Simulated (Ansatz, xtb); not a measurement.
## Ligand exchange: SnH3(NH2) + SiH4 → SiH3(SnH3) + NH3

Species: SnH3(NH2), singlet; SiH4 (silane) `[SiH4]`, singlet; SiH3(SnH3), singlet; NH3 (ammonia) `N`, singlet. The partners trade NH2 for SiH3: Sn–NH2 and H–SiH3 bonds give way to Sn–SiH3 and H–NH2.

Shapes, held fixed at every level: PBE0-D4/def2-TZVP. Programs: Ansatz 0.2.0, xtb 6.7.1, xtb 6.7.1 later snapshot. The zero-point and thermal change to 298 K, harmonic and unscaled (PBE0-D4/def2-TZVP), is +8.8 kJ/mol.

Problem. Estimate ΔH(298 K) of this reaction.

Solution. The highest level, CCSD(T)/def2-TZVPP, gives ΔH(298 K) = -27.3 kJ/mol; the levels span -60.6 to -19.1. The column of differences is taken from that level and isn't an error. No measured value is set beside it here. For atoms past krypton def2 sets carry core potentials with scalar relativity. Correlated rows may include outer-core shells of Sn, which these sets cover unevenly.

| level | kind | ΔH(298 K) (kJ/mol) | less CCSD(T)/def2-TZVPP |
| --- | --- | --- | --- |
| GFN1-xTB | semi-empirical | -60.6 | -33.3 |
| HF/def2-TZVPP | Hartree–Fock | -19.1 | +8.2 |
| PBE-D4/def2-TZVPP | GGA | -40.7 | -13.4 |
| r2SCAN0-D4/def2-TZVPP | global hybrid | -37.1 | -9.8 |
| wB97M-V/def2-TZVPP | range-separated hybrid | -29.7 | -2.4 |
| wB97X-V/def2-TZVPP | range-separated hybrid | -28.1 | -0.8 |
| MP2/def2-SVP | perturbation theory | -23.7 | +3.6 |
| CCSD(T)/def2-SVP | coupled cluster or CI | -28.1 | -0.8 |
| CCSD(T)/def2-TZVPP | coupled cluster or CI | -27.3 | 0.0 |
